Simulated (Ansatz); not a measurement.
`[CH3][AlH][SiH2][SbH2]` + `O[SiH3]` → `[CH3][AlH][O][SiH3]` + `[SiH3][SbH2]` at 500 K and 1 bar (cleavage of the Al–Si bond).

Gas-phase electronic energies from Ansatz, PBE0-D4/def2-TZVP geometries. CBS: MP2 limit from def2 TZ/QZ plus the TZ coupled-cluster correction, frozen cores. Elements past krypton have def2 core potentials. For Sb outer-core shells are correlated without core-valence functions, which leaves a few kJ/mol of doubt a bond. One conformer a species, not always the lowest.

```tsv
species	CCSD(T)/CBS energy (Eh)	H − E (kJ/mol)	S (J/(mol·K))
`[CH3][AlH][SiH2][SbH2]`	-813.96923	251.5	477.1
`O[SiH3]`	-366.69042	127.5	292.9
`[CH3][AlH][O][SiH3]`	-648.63113	239.5	464.4
`[SiH3][SbH2]`	-532.08095	133.5	352.2
```

H − E and S are ideal-gas, rigid-rotor, harmonic terms from PBE0-D4/def2-TZVP, for one conformer and one mirror image of each species. 1 Eh = 2625.50 kJ/mol, R = 8.31446 J/(mol·K).

**Question.** By hand: ΔE, ΔH, ΔS and ΔG.

**Answer.** ΔE = (-648.63113) + (-532.08095) − (-813.96923) − (-366.69042) = -0.05243 Eh = -137.7 kJ/mol. Δ(H − E) = 239.5 + 133.5 − 251.5 − 127.5 = -6.0, so ΔH = -143.7 kJ/mol. ΔS = 464.4 + 352.2 − 477.1 − 292.9 = 46.6 J/(mol·K). ΔG = -143.7 − 500 × (46.6)/1000 = -167.0 kJ/mol.

**Question.** By hand: the equilibrium constant, and the temperature at which ΔG would vanish if ΔH and ΔS stayed fixed.

**Answer.** log₁₀ K = −ΔG/(RT ln 10) = 17.4. ΔH and −TΔS have one sign here, so there is no such temperature.

ΔH outweighs TΔS. A doubt of 5 kJ/mol in ΔE shifts log₁₀ K by 0.5 here. Other conformers and mirror images would add mixing entropy, several J/(mol·K) or more a flexible species. Modes under 60 cm⁻¹, often nearly free rotors, make the harmonic entropy too high. These are equilibria of isolated gas molecules and say nothing of rates. Largest T1 diagnostic: 0.014 (customary marks: 0.02 for closed shells, 0.045 for open ones).
